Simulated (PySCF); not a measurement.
Computed IR spectrum (relative IR intensity) of a molecule C4H5F. Coordinates come from a PBE0-D3(BJ)/def2-SVP optimisation. The values are those of a single conformer. Calculation: PBE0-D3(BJ)/def2-SVP (PySCF 2.14.0). Frequencies are harmonic and unscaled.

Lines under 2 % of the strongest are left out, and lines within 2 cm⁻¹ are merged.

ν (cm⁻¹): 397 (vw), 502 (w), 693 (m), 849 (s), 952 (w), 971 (w), 1012 (vw), 1026 (m), 1079 (m), 1141 (m), 1195 (s), 1231 (m), 1235 (m), 1336 (w), 1383 (vs), 1450 (w), 1669 (vw), 3070 (m), 3075 (s), 3141 (w), 3211 (w), 3245 (w) (against the strongest line: vs over 80 %, s over 45 %, m over 15 %, w over 4 %, vw less)

Pick the molecule that these values belong to.
(A) CC=C=CF
(B) F[C@H]1C=CC1
(C) C#C[C@H](C)F
(D) C=C=C(C)F

B, F[C@H]1C=CC1
